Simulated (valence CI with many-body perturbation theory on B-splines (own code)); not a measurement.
**Xe²³⁺: electric-dipole lines**

Level of theory: relativistic CI+MBPT: three valence electrons over a frozen Dirac-Fock core [Ar] 3d10, a basis of 11 s, 11 p, 9 d, 7 f, 5 g, 2 h, 1 i functions for each j, with the one-electron correlation potential Σ1, the two-electron term Σ2, the three-electron term Σ3, Breit, model QED; selected CI, second order for the rest (own B-spline code, finite nucleus).

No measured spectrum was set against this ion. As an estimate, levels hold to about 250 cm⁻¹ or 0.2 % of their energy and the worst to 1 %, as in measured heavy ions of charge 2 to 7; those with d or f electrons hold less well.

Lines 1 to 50 of 265 in falling wavelength, among levels below 251.58 eV, chosen from the strongest by gf and those to the six lowest levels. Wavelengths and rates use the calculated energies, so an error of 2000 cm⁻¹ moves a line at 38.57 nm by 0.77 % and its rate by three times that or more. Electric multipoles are in the length gauge, E1 and E2 with the static RPA response of the core. Weak lines are less certain than strong ones. Lines between different terms over intervals too small for the method are left out, as are lines whose strength nearly cancels. The highest levels of a list are the least certain.

Levels are named by their leading jj configuration (3d3/2^4 stands for four electrons in 3d with j = 3/2), which in mixed levels can hold well under half, so a name can repeat and another be missing. Letters in brackets count levels of one name in rising energy.

```tsv
λ vac (nm)	Upper	Lower	A (s⁻¹)	S (a.u.) with core polarisation	S without
38.57	(4s 4p1/2^2) J=1/2	(4s^2 4p3/2) J=3/2	8.30e+07	4.70e-03	5.10e-03
30.81	(4p1/2 4p3/2 4d3/2) J=7/2	(4s 4p3/2 4d3/2) J=5/2 [b]	1.84e+09	2.13e-01	2.31e-01
29.94	(4p1/2 4p3/2 4d5/2) J=7/2 [b]	(4s 4p3/2 4d5/2) J=5/2 [b]	1.84e+09	1.95e-01	2.12e-01
28.40	(4s 4p1/2 4p3/2) J=3/2 [a]	(4s^2 4p3/2) J=3/2	3.81e+08	1.73e-02	1.88e-02
27.95	(4p1/2 4p3/2^2) J=5/2	(4s 4p3/2^2) J=3/2	4.76e+09	3.08e-01	3.35e-01
26.51	(4p1/2 4p3/2 4d5/2) J=9/2	(4s 4p3/2 4d5/2) J=7/2 [b]	3.65e+09	3.35e-01	3.65e-01
25.85	(4s 4p1/2 4p3/2) J=5/2	(4s^2 4p3/2) J=3/2	2.97e+09	1.52e-01	1.65e-01
25.44	(4p1/2^2 4p3/2) J=3/2	(4s 4p1/2 4p3/2) J=1/2	5.22e+09	1.70e-01	1.85e-01
25.34	(4p1/2 4p3/2 4d5/2) J=7/2 [b]	(4s 4p3/2 4d5/2) J=7/2 [c]	2.78e+09	1.79e-01	1.94e-01
25.19	(4p1/2 4p3/2 4d5/2) J=7/2 [b]	(4s 4p3/2 4d3/2) J=5/2 [b]	2.60e+09	1.64e-01	1.79e-01
25.08	(4s 4p1/2^2) J=1/2	(4s^2 4p1/2) J=1/2	3.95e+09	6.14e-02	6.67e-02
24.76	(4p1/2^2 4d5/2) J=5/2	(4s 4p1/2 4d5/2) J=5/2 [b]	4.40e+09	1.98e-01	2.15e-01
24.65	(4p1/2 4p3/2 4d3/2) J=5/2	(4s 4p3/2 4d3/2) J=5/2 [a]	4.64e+09	2.06e-01	2.24e-01
24.29	(4p1/2^2 4d3/2) J=3/2	(4s 4p1/2 4d3/2) J=1/2	5.26e+09	1.49e-01	1.62e-01
23.91	(4p1/2 4p3/2 4d3/2) J=3/2 [a]	(4s 4p3/2 4d3/2) J=3/2	5.32e+09	1.44e-01	1.56e-01
23.88	(4p1/2 4p3/2 4d3/2) J=7/2	(4s 4p3/2 4d5/2) J=7/2 [a]	3.61e+09	1.94e-01	2.11e-01
23.57	(4p1/2^2 4p3/2) J=3/2	(4s 4p1/2 4p3/2) J=3/2 [b]	5.18e+09	1.34e-01	1.46e-01
23.51	(4p1/2 4p3/2^2) J=1/2	(4s 4p3/2^2) J=1/2	1.58e+10	2.03e-01	2.21e-01
23.39	(4p1/2 4p3/2 4d5/2) J=5/2 [c]	(4s 4p3/2 4d5/2) J=7/2 [c]	7.71e+09	2.92e-01	3.17e-01
23.31	(4p1/2 4p3/2 4d5/2) J=3/2 [b]	(4s 4p3/2 4d3/2) J=1/2 [b]	6.17e+09	1.54e-01	1.68e-01
23.06	(4p1/2 4p3/2 4d5/2) J=3/2 [a]	(4s 4p3/2 4d5/2) J=5/2 [a]	9.39e+09	2.27e-01	2.47e-01
22.98	(4p1/2 4p3/2 4d5/2) J=5/2 [a]	(4s 4p3/2 4d5/2) J=5/2 [a]	6.16e+09	2.21e-01	2.40e-01
22.74	(4s 4p1/2 4d5/2) J=5/2 [b]	(4s^2 4d3/2) J=3/2	4.06e+09	1.41e-01	1.54e-01
22.48	(4s 4p1/2 4p3/2) J=3/2 [b]	(4s^2 4p3/2) J=3/2	2.06e+09	4.62e-02	5.01e-02
22.02	(4p1/2 4p3/2 4d5/2) J=9/2	(4s 4p3/2 4d5/2) J=7/2 [a]	4.06e+09	2.14e-01	2.33e-01
21.97	(4p1/2 4p3/2^2) J=3/2	(4s 4p3/2^2) J=5/2	1.15e+10	2.41e-01	2.62e-01
21.90	(4p3/2^2 4d3/2) J=7/2	(4s 4p3/2 4d5/2) J=5/2 [b]	3.94e+09	1.63e-01	1.78e-01
21.82	(4p1/2^2 4d5/2) J=5/2	(4s 4p1/2 4d3/2) J=3/2 [b]	6.47e+09	1.99e-01	2.17e-01
21.69	(4p1/2 4p3/2^2) J=5/2	(4s 4p3/2^2) J=5/2	1.19e+10	3.61e-01	3.92e-01
21.63	(4p1/2^2 4d5/2) J=5/2	(4s 4p1/2 4d5/2) J=5/2 [a]	4.72e+09	1.41e-01	1.54e-01
21.49	(4p1/2 4p3/2 4d5/2) J=7/2 [a]	(4s 4p3/2 4d5/2) J=9/2	1.59e+10	6.23e-01	6.77e-01
21.45	(4p1/2 4p3/2 4d5/2) J=5/2 [a]	(4s 4p3/2 4d5/2) J=7/2 [a]	4.60e+09	1.35e-01	1.46e-01
21.31	(4p1/2^2 4d5/2) J=5/2	(4s 4p1/2 4d5/2) J=7/2	1.92e+10	5.49e-01	5.96e-01
21.28	(4p1/2^2 4d3/2) J=3/2	(4s 4p1/2 4d3/2) J=5/2	1.69e+10	3.21e-01	3.48e-01
21.18	(4p1/2 4p3/2 4d3/2) J=7/2	(4s 4p1/2 4d5/2) J=5/2 [b]	3.52e+09	1.32e-01	1.44e-01
21.01	(4s 4p1/2 4p3/2) J=1/2	(4s^2 4p3/2) J=3/2	5.57e+09	5.09e-02	5.54e-02
20.78	(4p3/2^2 4d5/2) J=9/2	(4s 4p3/2 4d5/2) J=7/2 [c]	9.38e+09	4.15e-01	4.52e-01
20.74	(4p1/2^2 4p3/2) J=3/2	(4s 4p1/2 4p3/2) J=5/2	2.57e+10	4.52e-01	4.91e-01
20.70	(4p1/2 4p3/2 4d5/2) J=9/2	(4s 4p3/2 4d5/2) J=9/2	1.39e+10	6.08e-01	6.61e-01
20.34	(4s 4p1/2 4p3/2) J=3/2 [a]	(4s^2 4p1/2) J=1/2	1.03e+08	1.71e-03	1.85e-03
20.23	(4p1/2^2 4d3/2) J=3/2	(4s 4p1/2 4d3/2) J=3/2 [a]	9.35e+09	1.53e-01	1.66e-01
20.23	(4p1/2 4p3/2 4d5/2) J=5/2 [b]	(4s 4p3/2 4d5/2) J=7/2 [a]	1.61e+10	3.95e-01	4.29e-01
20.20	(4p3/2^2 4d5/2) J=7/2	(4s 4p3/2 4d5/2) J=7/2 [b]	5.42e+09	1.76e-01	1.92e-01
20.05	(4p1/2 4p3/2^2) J=3/2	(4s 4p1/2 4p3/2) J=1/2	8.86e+09	1.41e-01	1.53e-01
19.96	(4p3/2^2 4d5/2) J=9/2	(4s 4p3/2 4d5/2) J=7/2 [b]	7.17e+09	2.81e-01	3.06e-01
19.96	(4p1/2 4p3/2 4d3/2) J=3/2 [b]	(4s 4p3/2 4d3/2) J=5/2 [a]	1.30e+10	2.04e-01	2.21e-01
19.91	(4p1/2 4p3/2 4d3/2) J=1/2 [b]	(4s 4p3/2 4d3/2) J=3/2	1.61e+10	1.25e-01	1.36e-01
19.34	(4p1/2^2 4p3/2) J=3/2	(4s 4p1/2 4p3/2) J=3/2 [a]	8.50e+09	1.21e-01	1.32e-01
19.34	(4p3/2^2 4d3/2) J=7/2	(4s 4p3/2 4d5/2) J=7/2 [c]	7.55e+09	2.16e-01	2.34e-01
19.24	(4p3/2^2 4d3/2) J=7/2	(4s 4p3/2 4d3/2) J=5/2 [b]	7.45e+09	2.10e-01	2.28e-01
```
